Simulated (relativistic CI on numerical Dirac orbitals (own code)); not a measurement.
**Co2+: resonant inelastic scattering at the M2,3 edge**

Computed with this model: Dirac-Coulomb-Breit CI, separate exchange-only KLI orbitals for each configuration, model QED (radiative potential, 1s self-energy scaled to tabulated hydrogen-like ionisation energies), valence Slater integrals scaled by 0.8, Kramers-Heisenberg scattering through one core-hole configuration in a parametric crystal field; configurations [Ar] 3d7 → [Ne] 3s2 3p5 3d8; 300 K; core-hole width 1.2 eV; summed over polarisations. Incident energies are the highest absorption maxima for each field (at most a few, so the weaker spin-orbit partner edge can be absent), on the computed scale of the free ion. Intensities are in per cent of the strongest line above 0.02 eV; levels within 1 cm⁻¹ are merged; final levels count from the ground level, the first row holds all elastic scattering, lines under 0.4 are left out and each table stops after 24 rows. The scale of the Slater integrals is a model choice and moves the terms in proportion.

Field parameters in Wybourne normalisation: Oh B⁴₀ = 21Dq, B⁴₄ = √(5/14) B⁴₀. The field is a parameter set, without covalency.

S is read from ⟨S²⟩ = S(S + 1).

Oh, 10Dq = 3250 cm⁻¹:

| Final level (eV) | Degeneracy | Irrep | S | 64.2 eV | 67.4 eV |
| --- | --- | --- | --- | --- | --- |
| 0.000 | 2 | Γ6 | 1.50 | 230.9 | 123.2 |
| 0.040 | 4 | Γ8 | 1.50 | 41.6 | 47.2 |
| 0.106 | 4 | Γ8 | 1.50 | 64.3 | 34.0 |
| 0.129 | 2 | Γ7 | 1.50 | 11.9 | 5.2 |
| 0.407 | 2 | Γ6 | 1.50 | 15.7 | 48.0 |
| 0.416 | 4 | Γ8 | 1.50 | 33.3 | 54.8 |
| 0.430 | 4 | Γ8 | 1.50 | 28.5 | 39.4 |
| 0.450 | 2 | Γ7 | 1.50 | 4.6 | 5.1 |
| 0.837 | 4 | Γ8 | 1.50 | 69.8 | 53.5 |
| 1.833 | 4 | Γ8 | 0.50 | 14.9 | 0.4 |
| 2.024 | 4 | Γ8 | 0.50 | 15.2 | 0.8 |
| 2.099 | 4 | Γ8 | 0.51 | 8.7 | 0.4 |
| 2.110 | 2 | Γ7 | 0.54 | 0.4 | 0.9 |
| 2.115 | 2 | Γ6 | 0.50 | 6.8 | 0.4 |
| 2.177 | 4 | Γ8 | 1.50 | 9.5 | 100.0 |
| 2.178 | 2 | Γ7 | 1.48 | 4.0 | 35.5 |
| 2.200 | 4 | Γ8 | 1.45 | 1.3 | 13.3 |
| 2.246 | 2 | Γ6 | 1.48 | 0.5 | 2.2 |
| 2.273 | 2 | Γ6 | 0.51 | 8.8 | 0.5 |
| 2.623 | 4 | Γ8 | 0.57 | 0.7 | 0.8 |
| 2.745 | 2 | Γ7 | 0.50 | 0.6 | 0.1 |
| 2.760 | 2 | Γ6 | 0.50 | 0.6 | 0.1 |
| 2.777 | 4 | Γ8 | 0.50 | 2.2 | 0.4 |
| 2.810 | 4 | Γ8 | 0.51 | 0.6 | 0.2 |

Oh, 10Dq = 7350 cm⁻¹:

```
Final level (eV)  Degeneracy  Irrep     S  64.4 eV  67.8 eV
           0.000           2     Γ6  1.50    342.9    106.6
           0.043           4     Γ8  1.50     62.5     34.1
           0.113           4     Γ8  1.50     84.0     23.2
           0.126           2     Γ7  1.50     19.5      4.7
           0.849           2     Γ6  1.50     26.4     48.2
           0.855           4     Γ8  1.50     44.3     80.8
           0.866           4     Γ8  1.50     38.5     36.4
           0.891           2     Γ7  1.50      5.8      6.7
           1.392           4     Γ8  0.51     14.0      0.3
           1.778           4     Γ8  1.49     90.8     81.7
           2.062           4     Γ8  0.51     11.6      0.6
           2.132           2     Γ6  0.50      3.8      0.2
           2.135           4     Γ8  0.51     11.0      0.5
           2.157           2     Γ7  0.51      0.5      0.2
           2.543           4     Γ8  1.25      2.9     15.3
           2.562           2     Γ7  1.49      5.6     43.5
           2.563           4     Γ8  1.50     10.6    100.0
           2.610           2     Γ6  1.35      5.1      4.2
           2.691           2     Γ6  0.61      8.3      1.8
           2.753           4     Γ8  0.88      1.8      7.1
           2.807           2     Γ6  0.66      4.3      0.8
           3.060           2     Γ7  0.51      1.1      0.2
           3.101           4     Γ8  0.51      1.4      0.5
           3.192           2     Γ6  0.50      0.9      0.3
```

For the first field the strongest loss at the lowest incident energy is the level at 0.84 eV (S = 1.50, against 1.50 in the thermal ground state). Levels of other spin, the first over 8 % at 1.83 eV, appear because spin-orbit coupling of the core hole, and in heavier ions of the valence shell too, mixes spins.
